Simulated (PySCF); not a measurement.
Computed IR spectrum (relative IR intensity) of a molecule C5H5Cl. Geometry optimised at PBE0-D3(BJ)/def2-SVP. The values are those of a single conformer. Level of theory: PBE0-D3(BJ)/def2-SVP in PySCF 2.14.0. Frequencies are harmonic and unscaled.

Lines under 2 % of the strongest are left out, and lines within 2 cm⁻¹ are merged.

ν (cm⁻¹): 253 (vw), 367 (w), 435 (vw), 539 (w), 669 (m), 712 (m), 805 (w), 852 (m), 887 (s), 1019 (m), 1210 (w), 1396 (w), 1448 (w), 1453 (w), 1689 (m), 2229 (w), 3065 (w), 3149 (w), 3246 (w), 3489 (vs) (against the strongest line: vs over 80 %, s over 45 %, m over 15 %, w over 4 %, vw less)

Q: Identify the compound among the candidates.
A. C=C=C/C=C/Cl
B. C#C/C(C)=C/Cl
C. C#C[C@H]1C[C@H]1Cl
D. C#C/C(Cl)=C\C

A: B, C#C/C(C)=C/Cl
